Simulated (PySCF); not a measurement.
Pb⁵³⁺ (lead, charge +53) across methods

[Ar] 3d10 4s1, 2S determinant. Calculation: PySCF 2.14, in an even-tempered Gaussian basis (18 s from 7.2 bohr⁻², ratio 2.5; 14 p from 9.3 bohr⁻², ratio 2.5; 7 d from 17 bohr⁻², ratio 2.5; 4 f from 42 bohr⁻², ratio 2.7; 4 g from 63 bohr⁻², ratio 2.7); the spin-free X2C one-electron Hamiltonian (Gaussian nucleus).

```csv
method,E (hartree),mean ε 3d α (eV),mean ε 3d β (eV),mean ε 4s α (eV),Σ⟨r²⟩ (bohr²),⟨S²⟩
LDA,-18692.41,-5298.5,-5296.9,-3253.5,0.7223,0.750
PBE0,-18705.47,-5320.0,-5318.4,-3259.3,0.7219,0.750
r2SCAN,-18705.88,-5307.2,-5305.2,-3251.9,0.7220,0.750
TPSSh,-18705.45,-5307.5,-5305.8,-3254.3,0.7220,0.750
BP86,-18707.74,-5299.6,-5298.1,-3253.2,0.7217,0.750
UHF,-18703.24902,-5380.3,-5378.5,-3275.7,0.7219,0.750
PBE,-18705.66,-5299.2,-5297.6,-3253.6,0.7219,0.750
```

Spin-orbit coupling, which splits the p, d and f shells strongly at this Z, is absent.
